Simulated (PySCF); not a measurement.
C2H10Si4, SMILES C1[SiH2][Si@H]([SiH2][SiH3])C=1.

The structure is a stationary point at B3LYP-D3(BJ)/def2-SVP. The structure was generated by enumeration; whether it is a known compound was not checked. One conformer was computed; it need not be the lowest.

Computed with B3LYP-D3(BJ)/def2-SVP in PySCF.

Frequencies are harmonic and unscaled.

```tsv
mode	ν (cm⁻¹)	IR (km/mol)	moving atoms (share of kinetic energy)
1	25	0.0	Si 69 %, H 20 %, C 10 %
2	61	0.3	Si 58 %, H 22 %, C 20 %
3	72	0.2	H 54 %, Si 34 %, C 12 %
4	98	0.1	H 61 %, Si 29 %, C 10 %
5	139	1.1	Si 60 %, H 23 %, C 17 %
6	245	1.0	C 49 %, H 40 %, Si 11 %
7	335	11.4	H 73 %, Si 25 %
8	357	1.1	Si 55 %, H 42 %
9	424	4.9	Si 75 %, H 21 %
10	435	12.2	Si 62 %, C 24 %, H 13 %
11	448	5.9	H 67 %, Si 29 %
12	478	4.2	Si 49 %, H 39 %, C 12 %
13	511	20.8	H 70 %, Si 28 %
14	541	5.3	H 65 %, Si 31 %
15	588	9.9	H 91 %
16	632	121.8	H 88 %, Si 11 %
17	671	11.4	H 83 %, C 10 %
18	683	60.6	H 57 %, C 27 %, Si 17 %
19	692	149.1	H 69 %, Si 16 %, C 15 %
20	722	30.1	H 53 %, C 35 %, Si 12 %
21	747	63.4	H 68 %, C 21 %, Si 11 %
22	769	53.9	H 59 %, C 21 %, Si 20 %
23	805	130.6	H 75 %, C 13 %, Si 11 %
24	881	254.1	H 91 %, Si 9 %
25	921	29.8	H 96 %
26	945	28.4	H 98 %
27	948	80.8	H 97 %
28	957	119.6	H 95 %
29	1023	0.5	H 77 %, C 23 %
30	1060	4.8	H 97 %
31	1273	11.4	H 66 %, C 34 %
32	1548	0.4	C 95 %
33	2184	70.9	H 97 %
34	2187	65.2	H 97 %
35	2197	39.6	H 96 %
36	2201	77.6	H 98 %
37	2205	81.6	H 98 %
38	2208	127.3	H 96 %
39	2215	139.3	H 96 %
40	2216	133.8	H 96 %
41	3116	6.5	H 92 %
42	3137	31.3	H 91 %, C 9 %
```
